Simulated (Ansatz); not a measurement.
`B[CH2][SnH3]` + H–F → `[F][SnH3]` + `BC` at 600 K and 1 bar (ligand exchange at the Sn–C bond).

Computed with Ansatz on PBE0-D4/def2-TZVP structures; ΔE is electronic, products minus reactants. CCSD(T)/CBS adds triple-zeta CCSD(T) − MP2 to the extrapolated MP2 energy (def2 sets, frozen cores). This one scheme is used for every species. def2 core potentials past Kr. For Sn outer-core shells are correlated without core-valence functions, which leaves a few kJ/mol of doubt a bond.

```csv
species,CCSD(T)/CBS energy (Eh),H − E (kJ/mol),S (J/(mol·K))
`B[CH2][SnH3]`,-281.04910,234.0,413.5
H–F,-100.39570,42.3,194.0
`[F][SnH3]`,-315.62493,91.4,313.0
`BC`,-65.83255,180.5,296.9
```

H − E and S are ideal-gas, rigid-rotor, harmonic terms from PBE0-D4/def2-TZVP. 1 Eh = 2625.50 kJ/mol, R = 8.31446 J/(mol·K).

Task: By hand: ΔE, ΔH, ΔS and ΔG.

Result: ΔE = (-315.62493) + (-65.83255) − (-281.04910) − (-100.39570) = -0.01268 Eh = -33.3 kJ/mol. Δ(H − E) = 91.4 + 180.5 − 234.0 − 42.3 = -4.4, so ΔH = -37.7 kJ/mol. ΔS = 313.0 + 296.9 − 413.5 − 194.0 = 2.4 J/(mol·K). ΔG = -37.7 − 600 × (2.4)/1000 = -39.1 kJ/mol.

Task: By hand: the equilibrium constant, and the temperature at which ΔG would vanish if ΔH and ΔS stayed fixed.

Result: log₁₀ K = −ΔG/(RT ln 10) = 3.4. ΔH and −TΔS have one sign here, so there is no such temperature.

The number of gas molecules stays the same, so ΔS is small and ΔH decides. A doubt of 5 kJ/mol in ΔE shifts log₁₀ K by 0.4 here. Modes under 60 cm⁻¹, often nearly free rotors, make the harmonic entropy too high. These are equilibria of isolated gas molecules and say nothing of rates. Largest T1 diagnostic: 0.014 (customary marks: 0.02 for closed shells, 0.045 for open ones).

ΔS is within the doubt of such terms, so its sign, and with it that verdict, could turn.
